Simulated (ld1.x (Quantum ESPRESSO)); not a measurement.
What the settings do to the TM potential of rubidium

Base potential:

Rb, norm-conserving Troullier–Martins (Kleinman–Bylander form), made with ld1.x (Quantum ESPRESSO) 7.5 (PW91, scalar-relativistic). Core [Ar] 3d10, reference 4s2 4p6 5s0.75 5p0.25. Waves: 4s (bound): rc 1.75 bohr; 4d channel at 0.4 Ry: rc 2.40 bohr; 4p (bound): rc 2.60 bohr. Local part: the p channel. Core correction: a·sin(br)/r model core, default radius (core density twice the valence density).

Occupied shells without a wave of their own: 5p, 5s. They enter only through the test configuration that unscreens the potential, and ld1.x also counts them in the model core charge.

Cutoffs, loose and tight: the cutoffs (Ry, on a coarse ladder) from which the occupation-weighted sum of valence levels, in a spherical-Bessel basis at the reference potential, stays within 10 and 1 mRy of its value at 400 Ry. They do not see the model core or the augmentation charge, which bear on the density cutoff. Test errors are all-electron minus pseudo excitation energies from the reference, over the configurations 4s2 4p6 5s1 5p0; 4s2 4p6 5s0 5p0; 4s2 4p6 5s0.5 5p0; 4s2 4p5 5s1 5p0; 4s2 4p6 5s0 5p1; 4s1 4p6 5s1 5p0. A dash means not determined; rows that change the core or the reference have their own tests.

With those shells counted twice in exchange and correlation these files are broken, and their errors move erratically; no question is asked of them.

A true bound ghost makes a file unfit for plane-wave use even where its test errors are small: the radial tests pick states by their node count and pass the ghost by.

| change | outcome | cutoff, loose | cutoff, tight | bound ghosts | largest test error (meV) |
| --- | --- | --- | --- | --- | --- |
| base | generated | 40 Ry | 55 Ry | none | -155 |
| all radii but the core radius scaled by about 0.74 (s 1.30, p 1.92, d 1.78 bohr) | generated | 55 Ry | 100 Ry | d | -110 |
| all radii but the core radius scaled by about 0.84 (s 1.48, p 2.20, d 2.02 bohr) | generated | 50 Ry | 90 Ry | none | -126 |
| all radii but the core radius scaled by about 0.92 (s 1.60, p 2.38, d 2.20 bohr) | generated | 50 Ry | 80 Ry | none | -138 |
| all radii but the core radius scaled by about 0.95 (s 1.66, p 2.46, d 2.28 bohr) | generated | 45 Ry | 60 Ry | none | -145 |
| all radii but the core radius scaled by about 1.05 (s 1.84, p 2.72, d 2.52 bohr) | generated | 35 Ry | 50 Ry | none | -164 |
| all radii but the core radius scaled by about 1.12 (s 1.96, p 2.92, d 2.70 bohr) | generated | 25 Ry | 45 Ry | none | -171 |
| all radii but the core radius scaled by about 1.19 (s 2.08, p 3.10, d 2.86 bohr) | failed: the pseudo-atom did not reach self-consistency | – | – | – | – |
| all radii but the core radius scaled by about 1.22 (s 2.14, p 3.18, d 2.94 bohr) | failed: the pseudo-atom did not reach self-consistency | – | – | – | – |
| all radii but the core radius scaled by about 1.31 (s 2.30, p 3.40, d 3.14 bohr) | failed: the pseudo-atom did not reach self-consistency | – | – | – | – |
| all radii but the core radius scaled by about 1.38 (s 2.42, p 3.58, d 3.30 bohr) | failed: the pseudo-atom did not reach self-consistency | – | – | – | – |

Reading the sweep of the scale of all radii but the core radius (base = 1) (base included, trends over the rows without a ghost): The loose cutoff falls from 50 Ry at 0.84 to 25 Ry at 1.12. A larger radius leaves more room for a smooth pseudo-wave, so fewer plane waves are needed; a smaller one forces it to follow the all-electron wave where it bends sharply. The median size of the test errors (rows with all tests solved) rises from 25.3 meV at 0.84 to 37.9 meV at 1.12. More of the atom is replaced by a form fitted at one configuration, so other configurations suffer as the radius grows. Bound ghosts are found at 0.74. The generation fails at 1.19, 1.22, 1.31, 1.38.
